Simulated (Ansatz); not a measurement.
Relaxation of CH5FGe (8 atoms, charge 0, multiplicity 1), to a largest force component of 0.03 eV/Å in at most 50 steps.

The calculation used RHF/def2-SVP (Ansatz).

```xyz
8
Properties=species:S:1:pos:R:3:forces:R:3
Ge -0.148 -0.048 -0.975 -0.12 -0.01 -0.21
C 1.445 0.007 1.765 0.21 0.02 -0.02
H 0.446 -0.414 1.660 0.02 -0.01 -0.03
H 2.045 -0.686 2.353 0.03 0.01 0.02
H 1.381 0.966 2.276 0.00 0.00 -0.01
H 1.945 0.146 0.795 -0.16 -0.03 0.23
H -0.815 1.182 -0.225 0.01 0.00 0.00
F -1.149 -1.260 -0.210 0.00 0.01 0.01
```

Q: Where does it end, and by what steps?

A: It converged. After 10 steps the energy has fallen by 0.057 eV; Ge1 moved furthest, 0.57 Å.

```json
{"step": "0", "energy less start (eV)": "0.0000", "largest force component (eV/Å)": "0.235", "accepted": "yes"}
{"step": "1", "energy less start (eV)": "-0.0346", "largest force component (eV/Å)": "0.290", "accepted": "yes"}
{"step": "2", "energy less start (eV)": "-0.0462", "largest force component (eV/Å)": "0.192", "accepted": "yes"}
{"step": "3", "energy less start (eV)": "-0.0528", "largest force component (eV/Å)": "0.068", "accepted": "yes"}
{"step": "4", "energy less start (eV)": "-0.0534", "largest force component (eV/Å)": "0.126", "accepted": "yes"}
{"step": "5", "energy less start (eV)": "-0.0556", "largest force component (eV/Å)": "0.059", "accepted": "yes"}
{"step": "6", "energy less start (eV)": "-0.0564", "largest force component (eV/Å)": "0.035", "accepted": "yes"}
{"step": "7", "energy less start (eV)": "-0.0569", "largest force component (eV/Å)": "0.064", "accepted": "yes"}
{"step": "8", "energy less start (eV)": "-0.0572", "largest force component (eV/Å)": "0.041", "accepted": "yes"}
{"step": "9", "energy less start (eV)": "-0.0574", "largest force component (eV/Å)": "0.032", "accepted": "yes"}
{"step": "10", "energy less start (eV)": "-0.0574", "largest force component (eV/Å)": "0.006", "accepted": "yes"}
```

```xyz
8
Properties=species:S:1:pos:R:3
Ge -0.566 -0.032 -1.365
C 1.608 -0.044 1.927
H 0.703 -0.601 1.689
H 2.220 -0.628 2.614
H 1.342 0.903 2.394
H 2.182 0.148 1.019
H -1.066 1.283 -0.629
F -1.272 -1.134 -0.211
```

Whether the end is a true minimum wasn't checked by a vibrational analysis.

The run took 16 s on 1 thread of Arm Neoverse V2 (shared host), peak memory 0.15 GiB.
